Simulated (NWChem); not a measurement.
System: GeSiH$_{3}$F$_{3}$; SMILES F[Si](F)(F)[GeH3]

Results from NWChem. Pople sets run with spherical d functions. All runs use the structure optimised with PBE0/def2-SVP. Level BLYP/6-31G*: single points from the atomic guess with DIIS by default; each run changes one setting, and all converged runs end within 0.3 mHa of each other. cgmin counts macro-iterations, each dearer than a DIIS step.

Task: Which setting needs the most SCF iterations, or fails (no level shifting; DIIS on 3 Fock matrices; no DIIS, 40 % damping; level shift of 0.5 Ha throughout; quadratically convergent solver (cgmin); defaults)?

Result: no DIIS, 40 % damping, with 27 against 8 for the defaults.
```tsv
setting	SCF iterations
defaults	8
DIIS on 3 Fock matrices	9
no DIIS, 40 % damping	27
no level shifting	8
quadratically convergent solver (cgmin)	5
level shift of 0.5 Ha throughout	12
```
